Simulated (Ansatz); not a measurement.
Start from `C=[CH][Ga]([Cl])[Cl]` and change one atom or group to get `[Cl][Ga]([Cl])[Cl]`.

Ansatz, PBE0-D4/def2-TZVP geometries, multiplicity 1. Each molecule was computed in one conformer, which needn't be the lowest.

Scalar relativity is left out up to krypton.

```csv
property,`C=[CH][Ga]([Cl])[Cl]`
HOMO energy (B3LYP/def2-TZVPP) / eV,-8.48
size of the dipole moment (PBE/def2-TZVPP) / D,2.85
HOMO–LUMO gap (PBE/def2-TZVPP) / eV,4.75
HOMO–LUMO gap (ωB97M-V/def2-TZVPP) / eV,11.01
HOMO energy (PBE0/def2-TZVPP) / eV,-8.74
LUMO energy (PBE/def2-TZVPP) / eV,-2.72
```

Problem. What does the change do to each property? (Estimate.)

Solution. The calculation gave: 
```json
{"property": "HOMO energy (B3LYP/def2-TZVPP) / eV", "`[Cl][Ga]([Cl])[Cl]`": "-9.15", "shift": "-0.67"}
{"property": "size of the dipole moment (PBE/def2-TZVPP) / D", "`[Cl][Ga]([Cl])[Cl]`": "0.00", "shift": "-2.85"}
{"property": "HOMO–LUMO gap (PBE/def2-TZVPP) / eV", "`[Cl][Ga]([Cl])[Cl]`": "5.13", "shift": "0.38"}
{"property": "HOMO–LUMO gap (ωB97M-V/def2-TZVPP) / eV", "`[Cl][Ga]([Cl])[Cl]`": "11.76", "shift": "0.75"}
{"property": "HOMO energy (PBE0/def2-TZVPP) / eV", "`[Cl][Ga]([Cl])[Cl]`": "-9.46", "shift": "-0.72"}
{"property": "LUMO energy (PBE/def2-TZVPP) / eV", "`[Cl][Ga]([Cl])[Cl]`": "-2.89", "shift": "-0.17"}
```

With PBE0 the HOMO falls by 0.72 eV and the LUMO falls by 0.08 eV, so the gap widens by about 0.64 eV. PBE moves the HOMO by -0.54 eV and ωB97M-V by -0.75 eV. The zero-point energy changes by -107.2 kJ/mol with -12 modes.

B3LYP here is the variant with VWN-RPA as its local correlation; programs differ in this.
